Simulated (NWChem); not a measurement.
System: C2H4F2 cation, doublet; SMILES of the neutral closed-shell parent CC(F)F

Input file for NWChem:

```
start job
memory heap 200 mb stack 900 mb global 1100 mb
charge 1
geometry units angstroms noautosym nocenter noautoz
  C      0.000863     1.565236    -0.165608
  C     -0.000312    -0.217193     0.361484
  F     -1.086668    -0.706371    -0.135916
  F      1.084457    -0.708246    -0.137244
  H     -0.001776     1.411964    -1.246232
  H     -0.926854     1.919323     0.283805
  H      0.931624     1.916635     0.279592
  H      0.000468    -0.040924     1.450144
end
basis spherical
  * library def2-svp
end
dft
  odft
  mult 2
  xc b3lyp
  iterations 150
end
cosmo
  dielec 3.9
end
task dft energy
```

Excerpt of the output:

```
             Northwest Computational Chemistry Package (NWChem) 7.3.0
             --------------------------------------------------------

                             Geometry "geometry" -> ""
                             -------------------------

 Output coordinates in angstroms (scale by  1.889725989 to convert to a.u.)

  No.       Tag          Charge          X              Y              Z
 ---- ---------------- ---------- -------------- -------------- --------------
    1 C                    6.0000     0.00086300     1.56523600    -0.16560800
    2 C                    6.0000    -0.00031200    -0.21719300     0.36148400
    3 F                    9.0000    -1.08666800    -0.70637100    -0.13591600
    4 F                    9.0000     1.08445700    -0.70824600    -0.13724400
    5 H                    1.0000    -0.00177600     1.41196400    -1.24623200
    6 H                    1.0000    -0.92685400     1.91932300     0.28380500
    7 H                    1.0000     0.93162400     1.91663500     0.27959200
    8 H                    1.0000     0.00046800    -0.04092400     1.45014400

 Effective nuclear repulsion energy (a.u.)     130.2673227826

                                 NWChem DFT Module
                                 -----------------

 Summary of "ao basis" -> "ao basis" (spherical)
 ------------------------------------------------------------------------------
       Tag                 Description            Shells   Functions and Types
 ---------------- ------------------------------  ------  ---------------------
 C                          def2-svp                 6       14   3s2p1d
 F                          def2-svp                 6       14   3s2p1d
 H                          def2-svp                 3        5   2s1p

 in cosmo_initialize ...

 solvent parameters
 solvname_short: unkn
 solvname_long:  unknown
 dielec:        3.9000

          ---------------
          -cosmo- solvent
          ---------------
 Cosmo: York-Karplus, doi: 10.1021/jp992097l
 dielectric constant -eps-     =   3.90
 screen = (eps-1)/(eps    )    =   0.74359
 surface charge correction     = lagrangian

   van der Waals surface
 --------------------------

 ---------- ATOMIC COORDINATES (A.U.) ------------ VDWR(ANG.) --
     1    0.00163083    2.95786715   -0.31295374     2.000
     2   -0.00058959   -0.41043526    0.68310571     2.000
     3   -2.05350476   -1.33484764   -0.25684400     1.720
     4    2.04932658   -1.33839087   -0.25935355     1.720
     5   -0.00335615    2.66822507   -2.35503700     1.300
     6   -1.75150009    3.62699455    0.53631368     1.300
     7    1.76051408    3.62191497    0.52835227     1.300
     8    0.00088439   -0.07733515    2.74037480     1.300
 number of segments per atom =         32
 number of   points per atom =         32
 atom (   nspa,  nppa )
 ----------------------
    1 (     20,     0 )       0
    2 (     12,     0 )       0
    3 (     19,     0 )       0
    4 (     19,     0 )       0
    5 (     16,     0 )       0
    6 (     13,     0 )       0
    7 (     13,     0 )       0
    8 (     16,     0 )       0
 number of -cosmo- surface points =      128
 molecular surface =     94.917 angstrom**2
 molecular volume  =     74.589 angstrom**3
 G(cav/disp)       =      1.335 kcal/mol
 -lineq- algorithm             =   0
 -bem- low  level              =   2
 -bem- from -octahedral-
 gaussian surface charge width =   4.50000
 degree of switching           =   1.00000
 switching function tolerance  =   0.00010
 atomic radii =
 --------------
    1  6.000  2.000
    2  6.000  2.000
    3  9.000  1.720
    4  9.000  1.720
    5  1.000  1.300
    6  1.000  1.300
    7  1.000  1.300
    8  1.000  1.300
 ...... end of -cosmo- initialization ......

[...]

                                   COSMO solvation results
                                   -----------------------

                 gas phase energy =      -277.674074692266
                 sol phase energy =      -277.755187436691
 (electrostatic) solvation energy =         0.081112744425 (   50.90 kcal/mol)

                    DFT Final Alpha Molecular Orbital Analysis
                    ------------------------------------------

 Vector   15  Occ=1.000000D+00  E=-5.341350D-01
              MO Center= -3.6D-04,  1.3D+00, -2.7D-01, r^2= 1.8D+00
   Bfn.  Coefficient  Atom+Function         Bfn.  Coefficient  Atom+Function
  ----- ------------  ---------------      ----- ------------  ---------------
     6      0.408351  1 C  pz                57     -0.329288  5 H  s
     5      0.185665  1 C  py                62      0.186154  6 H  s
    67      0.185628  7 H  s                  9      0.138737  1 C  pz
    72     -0.139340  8 H  s                 33     -0.119787  3 F  py
    47     -0.119256  4 F  py                20     -0.110398  2 C  pz

 Vector   16  Occ=1.000000D+00  E=-5.314010D-01
              MO Center=  1.5D-03,  1.3D+00,  1.0D-02, r^2= 2.0D+00
   Bfn.  Coefficient  Atom+Function         Bfn.  Coefficient  Atom+Function
  ----- ------------  ---------------      ----- ------------  ---------------
     4      0.451284  1 C  px                62     -0.296823  6 H  s
    67      0.297071  7 H  s                 33     -0.178945  3 F  py
    47      0.179001  4 F  py                 7      0.162829  1 C  px
    36      0.114826  3 F  py                50     -0.114838  4 F  py
    32      0.099149  3 F  px                46      0.099464  4 F  px

 Vector   17  Occ=1.000000D+00  E=-4.370215D-01
              MO Center= -3.8D-05,  4.3D-01,  7.0D-02, r^2= 2.2D+00
   Bfn.  Coefficient  Atom+Function         Bfn.  Coefficient  Atom+Function
  ----- ------------  ---------------      ----- ------------  ---------------
     5      0.390363  1 C  py                19     -0.287957  2 C  py
    20      0.244977  2 C  pz                33     -0.231008  3 F  py
    47     -0.231004  4 F  py                72      0.213102  8 H  s
     8      0.204349  1 C  py                34      0.173234  3 F  pz
    48      0.173178  4 F  pz                36      0.167923  3 F  py

 Vector   18  Occ=0.000000D+00  E=-8.034960D-02
              MO Center=  3.0D-04,  7.0D-01,  8.4D-02, r^2= 2.1D+00
   Bfn.  Coefficient  Atom+Function         Bfn.  Coefficient  Atom+Function
  ----- ------------  ---------------      ----- ------------  ---------------
     8      0.714602  1 C  py                22      0.644308  2 C  py
    19      0.572494  2 C  py                17      0.516784  2 C  s
     5      0.455774  1 C  py                 3     -0.377496  1 C  s
    16      0.253313  2 C  s                 20     -0.184941  2 C  pz
     9     -0.180933  1 C  pz                 6     -0.160313  1 C  pz

 Vector   19  Occ=0.000000D+00  E=-3.383677D-03
              MO Center=  4.8D-04,  9.9D-01,  7.1D-01, r^2= 4.7D+00
   Bfn.  Coefficient  Atom+Function         Bfn.  Coefficient  Atom+Function
  ----- ------------  ---------------      ----- ------------  ---------------
     3      1.738382  1 C  s                 73     -1.186911  8 H  s
    63     -0.809191  6 H  s                 68     -0.808309  7 H  s
    58     -0.783887  5 H  s                 17      0.629025  2 C  s
    23      0.535418  2 C  pz                16      0.266614  2 C  s
     2      0.255837  1 C  s                 20      0.247887  2 C  pz

 Vector   20  Occ=0.000000D+00  E= 3.815947D-02
              MO Center=  1.9D-03,  7.1D-01,  5.6D-01, r^2= 5.2D+00
   Bfn.  Coefficient  Atom+Function         Bfn.  Coefficient  Atom+Function
  ----- ------------  ---------------      ----- ------------  ---------------
     3      1.772090  1 C  s                 73      1.487238  8 H  s
    17     -1.468268  2 C  s                 58     -1.015099  5 H  s
    68     -0.713068  7 H  s                 63     -0.708178  6 H  s
    23     -0.378659  2 C  pz                16     -0.297401  2 C  s
     2      0.224215  1 C  s                 45      0.199683  4 F  s

                     DFT Final Beta Molecular Orbital Analysis
                     -----------------------------------------

 Vector   14  Occ=1.000000D+00  E=-5.447907D-01
              MO Center= -3.0D-03, -7.6D-02,  2.1D-03, r^2= 2.4D+00
   Bfn.  Coefficient  Atom+Function         Bfn.  Coefficient  Atom+Function
  ----- ------------  ---------------      ----- ------------  ---------------
    34      0.347967  3 F  pz                48      0.346595  4 F  pz
    72      0.225141  8 H  s                 37     -0.222130  3 F  pz
    51     -0.221232  4 F  pz                 6      0.217500  1 C  pz
    57     -0.183052  5 H  s                 33      0.152536  3 F  py
    47      0.152247  4 F  py                20      0.148306  2 C  pz

 Vector   15  Occ=1.000000D+00  E=-5.261732D-01
              MO Center= -7.5D-04,  1.2D+00, -2.2D-01, r^2= 2.0D+00
   Bfn.  Coefficient  Atom+Function         Bfn.  Coefficient  Atom+Function
  ----- ------------  ---------------      ----- ------------  ---------------
     6      0.390110  1 C  pz                57     -0.322111  5 H  s
    62      0.184727  6 H  s                 67      0.183462  7 H  s
     5      0.172063  1 C  py                72     -0.162719  8 H  s
    20     -0.136460  2 C  pz                33     -0.127931  3 F  py
    47     -0.127786  4 F  py                 9      0.126348  1 C  pz

[...]
```

Level: B3LYP/def2-SVP, spin-unrestricted, COSMO on the gas-phase geometry. Geometry: optimised at B3LYP/6-31G* (spherical d), spin-unrestricted. The spin multiplicity was typed, not searched, and may not be the lowest. No stability test was run on the SCF state. COSMO prints the solvation energy as gas minus solution, so a positive value is a stabilisation.
